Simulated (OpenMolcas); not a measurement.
Computed levels of Ar+

| Item | Value |
| --- | --- |
| Program | OpenMolcas |
| Method | XMS-CASPT2, IPEA 0.25 Eh, imaginary shift 0.1 Eh (closed shells correlated: 2s 2p) |
| Basis | ANO-RCC-VTZP [5s4p2d1f] |
| Scalar Hamiltonian | DKH2, point nucleus |
| Active space | 7 electrons in 4 orbitals (3s 3p) |
| State averaging | 2S+1 = 2 odd, 3 roots; 2S+1 = 2 even, 1 root |
| Spin-orbit coupling | state interaction with AMFI integrals over the reference wave functions, term energies averaged over their components |

With spin-orbit coupling, above the lowest level:

```csv
Configuration,Term,J,E (eV),Measured (eV),g,Term weight %
3s2 3p5,2P*,3/2,0.0000,0.0000,1.334,100
3s2 3p5,2P*,1/2,0.1656,0.1775,0.666,100
3s 3p6,2S,1/2,15.923,13.4798,2.002,100
```

Against the 2 measured excited levels shown (NIST Handbook of Basic Atomic Spectroscopic Data) the mean absolute deviation is 9900 cm-1; the largest miss in energy is 3s 3p6 2S 1/2: computed 15.923, measured 13.4798 eV (+18.1 %).

Spin-orbit coupling puts the lowest level 0.0552 eV below the lowest spin-free term.

CASPT2 does not keep the components of a term degenerate, so their means are used; among the terms shown or strongly mixed into the levels shown the widest spread is 17 cm-1 (3s2 3p5 2P*). Over all roots computed the reference weight is 0.87 to 0.94; the roots of lowest weight are the least certain, and an intruder state may touch them. Computed and measured levels are paired by configuration, term and J; levels that our copy of the source lacks, or whose pairing is in doubt (as where it misses far off the trend of its configuration), stay unpaired and out of the deviations. Only configurations of the active space appear.

The term weight is that of the spin-free term in the level, not the purity of its configuration. * marks odd parity.
